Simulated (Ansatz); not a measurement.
**Nudged elastic band run: C2H4AlFO**

The input (input.yaml):

```yaml
crystal:
  periodic: [false, false, false]
  atoms:
    - { symbol: C, position_ang: [-1.588488, -0.374325, 1.100574] }
    - { symbol: C, position_ang: [-0.700764, -0.292811, 0.098057] }
    - { symbol: O, position_ang: [0.520314, 0.304694, 0.237473] }
    - { symbol: Al, position_ang: [1.809, 0.524163, -0.887686] }
    - { symbol: F, position_ang: [3.147873, 1.316902, -0.307801] }
    - { symbol: H, position_ang: [-1.371804, 0.039198, 2.089088] }
    - { symbol: H, position_ang: [-2.551049, -0.863014, 0.936093] }
    - { symbol: H, position_ang: [-0.921097, -0.710395, -0.897404] }
    - { symbol: H, position_ang: [1.744616, 0.009187, -2.385594] }
basis:
  gaussian: { orbitals: "6-31G*" }
hamiltonian:
  xc: pbe
neb:
  order_check: false
  images: 5
  f_tol: 0.05
  max_iterations: 60
  initial_path: idpp
  final_atoms:
    - { symbol: C, position_ang: [-1.58056536, -0.3959342, 1.10133938] }
    - { symbol: C, position_ang: [-0.72138029, -0.25316458, 0.08119921] }
    - { symbol: O, position_ang: [0.5514986, 0.21832959, 0.24886355] }
    - { symbol: Al, position_ang: [1.85614211, 0.51859345, -0.83408211] }
    - { symbol: F, position_ang: [1.66172698, 0.21238138, -2.45958306] }
    - { symbol: H, position_ang: [-1.29931291, -0.13854417, 2.12590521] }
    - { symbol: H, position_ang: [-2.58668185, -0.77702298, 0.91494889] }
    - { symbol: H, position_ang: [-1.00098791, -0.51116504, -0.9511537] }
    - { symbol: H, position_ang: [3.20816164, 1.08012554, -0.24463736] }
```

Run as:

```bash
$ ansatz run input.yaml --threads 1 --pin off --max-ram 2048MiB --backend cpu --events-out ev --progress --plain --runs-dir out
```

Output, in part (warnings, iteration lines, the closing report on the highest movable image, with atoms numbered from 0):

```
NEB end point (image 0): max|allowed force component| = 3.480e-3 eV/Å (the criterion of neb.relax_end_points is 1.000e-2)
NEB end point (image 6): max|allowed force component| = 3.220e-3 eV/Å (the criterion of neb.relax_end_points is 1.000e-2)
NEB iter   1: max|band force component| = 3.640e-1 eV/Å  barrier→ = 0.1237 eV  barrier← = 0.1695 eV  CI = image 3  Δτ_max = 0.0790 Å  (194 SCF iters)
NEB iter   2: max|band force component| = 2.244e-1 eV/Å  barrier→ = 0.1077 eV  barrier← = 0.1534 eV  CI = image 3  Δτ_max = 0.1997 Å  (148 SCF iters)
NEB iter   3: max|band force component| = 4.149e-1 eV/Å  barrier→ = 0.0966 eV  barrier← = 0.1423 eV  CI = image 3  Δτ_max = 0.0993 Å  (151 SCF iters)
NEB iter   4: max|band force component| = 3.169e-1 eV/Å  barrier→ = 0.0924 eV  barrier← = 0.1381 eV  CI = image 3  Δτ_max = 0.0999 Å  (146 SCF iters)
NEB iter   5: max|band force component| = 2.545e-1 eV/Å  barrier→ = 0.0885 eV  barrier← = 0.1342 eV  CI = image 3  Δτ_max = 0.0881 Å  (148 SCF iters)
NEB iter   6: max|band force component| = 1.793e-1 eV/Å  barrier→ = 0.0842 eV  barrier← = 0.1300 eV  CI = image 3  Δτ_max = 0.0474 Å  (147 SCF iters)
NEB iter   7: max|band force component| = 1.491e-1 eV/Å  barrier→ = 0.0797 eV  barrier← = 0.1255 eV  CI = image 3  Δτ_max = 0.0457 Å  (148 SCF iters)
NEB iter   8: max|band force component| = 1.180e-1 eV/Å  barrier→ = 0.0769 eV  barrier← = 0.1227 eV  CI = image 3  Δτ_max = 0.0300 Å  (149 SCF iters)
NEB iter   9: max|band force component| = 9.521e-2 eV/Å  barrier→ = 0.0747 eV  barrier← = 0.1204 eV  CI = image 3  Δτ_max = 0.0307 Å  (152 SCF iters)
NEB iter  10: max|band force component| = 7.387e-2 eV/Å  barrier→ = 0.0728 eV  barrier← = 0.1185 eV  CI = image 3  Δτ_max = 0.0338 Å  (152 SCF iters)
NEB iter  11: max|band force component| = 6.903e-2 eV/Å  barrier→ = 0.0713 eV  barrier← = 0.1171 eV  CI = image 3  Δτ_max = 0.0475 Å  (151 SCF iters)
NEB iter  12: max|band force component| = 1.020e-1 eV/Å  barrier→ = 0.0704 eV  barrier← = 0.1161 eV  CI = image 3  Δτ_max = 0.0183 Å  (151 SCF iters)
NEB iter  13: max|band force component| = 4.706e-2 eV/Å  barrier→ = 0.0690 eV  barrier← = 0.1147 eV  CI = image 3  Δτ_max = 0.0151 Å  (147 SCF iters)
NEB iter  14: max|band force component| = 3.911e-2 eV/Å  barrier→ = 0.0684 eV  barrier← = 0.1141 eV  CI = image 3  Δτ_max = 0.0127 Å  (31 SCF iters)
NEB iter  15: max|band force component| = 5.064e-2 eV/Å  barrier→ = 0.0681 eV  barrier← = 0.1138 eV  CI = image 3  Δτ_max = 0.0237 Å  (31 SCF iters)
NEB iter  16: max|band force component| = 3.012e-2 eV/Å  barrier→ = 0.0678 eV  barrier← = 0.1135 eV  CI = image 3  Δτ_max = 0.0098 Å  (143 SCF iters)
NEB iter  17: max|band force component| = 2.733e-2 eV/Å  barrier→ = 0.0675 eV  barrier← = 0.1133 eV  CI = image 3  Δτ_max = 0.0000 Å  (173 SCF iters)
Total energy: -13490.18324314 eV, -495.7550902109 hartree
Atom 0 at    -1.542663    -0.318095     1.168710 Å, force     0.001249     0.001715     0.000194 eV/Å
Atom 1 at    -0.903805     0.013258     0.036370 Å, force     0.003107    -0.002902     0.012275 eV/Å
Atom 2 at     0.444807     0.040124    -0.090402 Å, force    -0.004724     0.009389    -0.027340 eV/Å
Atom 3 at     1.904934     0.200922    -0.944868 Å, force     0.001167    -0.006028     0.016318 eV/Å
Atom 4 at     2.793223     1.588860    -0.721477 Å, force    -0.001286    -0.000377    -0.000540 eV/Å
Atom 5 at    -0.999956    -0.590051     2.077761 Å, force     0.000274    -0.001688    -0.000168 eV/Å
Atom 6 at    -2.634092    -0.317327     1.192198 Å, force     0.000622    -0.000217     0.000211 eV/Å
Atom 7 at    -1.452988     0.289552    -0.875538 Å, force    -0.000163    -0.000846    -0.000117 eV/Å
Atom 8 at     2.479142    -0.953646    -1.859954 Å, force    -0.000246     0.000954    -0.000833 eV/Å
Dipole moment:    -0.126171    -0.153624    -0.184573 e Å
```

It converged. The band force fell under the threshold earlier too, but the program's further tests of the path sent the band on. A vibrational analysis at the climbing image gives one clearly imaginary mode, 96i cm⁻¹: a first-order saddle point.

Final band (atoms are numbered from 1 in the order of the input):

```json
{"image": "0", "path coordinate (Å)": "0.00", "energy (eV)": "0.000", "dihedral C2–O3–Al4–F5 (°)": "-180"}
{"image": "1", "path coordinate (Å)": "0.83", "energy (eV)": "0.012", "dihedral C2–O3–Al4–F5 (°)": "175"}
{"image": "2", "path coordinate (Å)": "1.66", "energy (eV)": "0.032", "dihedral C2–O3–Al4–F5 (°)": "168"}
{"image": "3", "path coordinate (Å)": "2.48", "energy (eV)": "0.068", "dihedral C2–O3–Al4–F5 (°)": "107"}
{"image": "4", "path coordinate (Å)": "3.47", "energy (eV)": "0.003", "dihedral C2–O3–Al4–F5 (°)": "19"}
{"image": "5", "path coordinate (Å)": "4.46", "energy (eV)": "-0.029", "dihedral C2–O3–Al4–F5 (°)": "5"}
{"image": "6", "path coordinate (Å)": "5.45", "energy (eV)": "-0.046", "dihedral C2–O3–Al4–F5 (°)": "0"}
```

Time of the run: 2.7 min on 1 thread of Intel(R) Xeon(R) Platinum 8488C (Sapphire Rapids), on a shared host, peak memory 0.14 GiB.
